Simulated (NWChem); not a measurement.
A series in which one site is exchanged, each optimised at PBE0/def2-SVP with NWChem, gas phase unless a solvent is named. All stand in one matching conformer (torsions within 35°), which need not be the lowest. For some, no frequency run checked for a minimum. def2 effective core potentials on In; no spin-orbit coupling.

A: [SH][GaH][SH] (GaH3S2; site = Ga)
B: [SH][InH][SH] (InH$_{3}$S$_{2}$; site = In)
C: [SH][AlH][SH] (AlH₃S₂; site = Al)
D: SBS (BH$_{3}$S$_{2}$; site = B)

Values for A:

```
Property                                              Result
----------------------------------------------------  ------
orbital gap (eV), PBE0/def2-SVP                         6.33
static polarisability, B3LYP/def2-SVPD (bohr³)          75.6
lowest singlet excitation, B3LYP/def2-SVPD, TDA (eV)    5.23
```

How do these values change for the other members?


| change from A | B | C | D |
|---|---|---|---|
| orbital gap (eV), PBE0/def2-SVP | -0.46 | +0.21 | +0.37 |
| static polarisability, B3LYP/def2-SVPD (bohr³) | +10.6 | -2.9 | -16.2 |
| lowest singlet excitation, B3LYP/def2-SVPD, TDA (eV) | -0.66 | +0.29 | +0.41 |
